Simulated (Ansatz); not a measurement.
`C#[C][Ti]([F])([F])[F]` + HBr → `[F][Ti]([F])([F])[Br]` + `C#C` at 298.15 K and 1 bar (ligand exchange at a Ti–C bond).

Gas-phase electronic energies from Ansatz, PBE0-D4/def2-TZVP geometries. CCSD(T)/CBS adds triple-zeta CCSD(T) − MP2 to the extrapolated MP2 energy (def2 sets, frozen cores). This one scheme is used for every species. For Br, Ti outer-core shells are correlated without core-valence functions, which leaves a few kJ/mol of doubt a bond. Scalar relativity is left out up to krypton.

```csv
species,CCSD(T)/CBS energy (Eh),H − E (kJ/mol),S (J/(mol·K))
`C#[C][Ti]([F])([F])[F]`,-1225.14941,89.6,353.4
HBr,-2573.91920,24.6,198.6
`[F][Ti]([F])([F])[Br]`,-3721.88725,41.0,341.3
`C#C`,-77.22717,80.8,200.2
```

H − E and S are ideal-gas, rigid-rotor, harmonic terms from PBE0-D4/def2-TZVP. 1 Eh = 2625.50 kJ/mol, R = 8.31446 J/(mol·K).

Problem. By hand: ΔE, ΔH, ΔS and ΔG.

Solution. ΔE = (-3721.88725) + (-77.22717) − (-1225.14941) − (-2573.91920) = -0.04581 Eh = -120.3 kJ/mol. Δ(H − E) = 41.0 + 80.8 − 89.6 − 24.6 = 7.6, so ΔH = -112.7 kJ/mol. ΔS = 341.3 + 200.2 − 353.4 − 198.6 = -10.5 J/(mol·K). ΔG = -112.7 − 298.15 × (-10.5)/1000 = -109.6 kJ/mol.

Problem. By hand: the equilibrium constant, and the temperature at which ΔG would vanish if ΔH and ΔS stayed fixed.

Solution. log₁₀ K = −ΔG/(RT ln 10) = 19.2. ΔG = 0 at ΔH/ΔS = 10733 K, far beyond where these terms or the molecules hold.

The number of gas molecules stays the same, so ΔS is small and ΔH decides. A doubt of 5 kJ/mol in ΔE shifts log₁₀ K by 0.9 here. These are equilibria of isolated gas molecules and say nothing of rates. Largest T1 diagnostic: 0.023 (customary marks: 0.02 for closed shells, 0.045 for open ones).
